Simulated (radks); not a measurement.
Exchange energies: the exact (Fock) value of the Kohn-Sham orbitals and density-functional approximations, in hartree. Species: Cr+ [Ar] 3d5; Tl3+ [Xe] 4f14 5d10. All-electron calculation, non-relativistic Kohn-Sham, exchange-only LDA, spin-polarised, spherical densities, point nucleus. Program: a radial shooting solver on a logarithmic mesh with Libxc functionals. Every spin shell is full or empty, so the densities are truly spherical. Functionals are evaluated on that one density, not self-consistently.

functional       Cr+      Tl3+
exact       -47.4221  -351.314
LDA          -44.337   -338.00
PBEsol       -46.104   -345.01
PW91         -47.513   -351.43
AM05         -44.667   -338.70
B86b         -47.570   -351.27
G96          -47.633   -352.93
EV93         -47.780   -349.49
TPSS         -47.568   -349.78
revTPSS      -47.217   -348.14
SCAN         -47.624   -351.48
r2SCAN       -47.498   -350.67
MS2          -47.432   -348.94
Tao-Mo       -47.328   -348.36
MVS          -47.449   -351.59
